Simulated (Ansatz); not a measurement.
Consider the formal exchange of groups at a B–O bond: `NBO[SiH2]F` + `[SiH3][SeH]` → `NB[SiH2][SeH]` + `O[SiH2]F`.

Calculated with Ansatz (gas phase, PBE0-D4/def2-TZVP geometries, no zero-point term in ΔE). CCSD(T)/CBS adds triple-zeta CCSD(T) − MP2 to the extrapolated MP2 energy (def2 sets, frozen cores). For Se outer-core shells are correlated without core-valence functions, which leaves a few kJ/mol of doubt a bond. Scalar relativity is left out up to krypton. One conformer a species, not always the lowest.

`NBO[SiH2]F`:

```xyz
10

N    -1.989   -0.187    0.799
B    -0.698   -0.507    0.391
O     0.054    0.444   -0.262
Si    1.592    0.457   -0.785
F     2.521    1.127    0.324
H    -2.583   -0.839    1.278
H    -2.398    0.720    0.647
H    -0.254   -1.602    0.602
H     2.092   -0.919   -1.004
H     1.663    1.307   -1.990
```

`[SiH3][SeH]`:

Cartesian coordinates in Å:
```
Si 0.483 -0.181 -0.256
Se -1.721 -0.226 0.324
H 0.817 1.040 -1.030
H 0.679 -1.384 -1.100
H 1.359 -0.252 0.940
H -1.617 1.003 1.121
```

`NB[SiH2][SeH]`:

Cartesian coordinates in Å:
```
N -1.694 0.667 -0.081
B -0.518 0.544 0.640
Si 1.210 0.113 -0.296
Se 1.878 -2.008 0.281
H -2.587 0.848 0.350
H -1.746 0.590 -1.084
H -0.568 0.660 1.831
H 2.357 0.953 0.142
H 1.107 0.226 -1.782
H 0.561 -2.594 0.000
```

`O[SiH2]F`:

Z-matrix (Å, degrees):
```
Si
F 1 1.596
O 1 1.630 2 111.0
H 1 1.482 2 106.0 3 121.4
H 1 1.474 2 108.2 3 -116.3
H 3 0.958 1 119.1 2 71.8
```

```csv
species,MP2/def2-TZVPP energy (Eh)
`NBO[SiH2]F`,-546.54106
`[SiH3][SeH]`,-2691.54477
`NB[SiH2][SeH]`,-2772.22439
`O[SiH2]F`,-465.81088
```

Question: Work out ΔE.

Answer: ΔE = (-2772.22439) + (-465.81088) − (-546.54106) − (-2691.54477) = 0.05056 Eh = +31.7 kcal/mol. CCSD(T)/CBS gives +30.7 kcal/mol.

Largest T1 diagnostic among the species: 0.012.

In def2-TZVPP, CCSD(T) changes the Hartree–Fock value by −6.3 kcal/mol (the triples alone add −0.9 kcal/mol) and MP2 by −5.7 kcal/mol. From PBE to PBE0 (25 % exact exchange), in def2-TZVPP and without D4, ΔE moves by +1.7 kcal/mol.
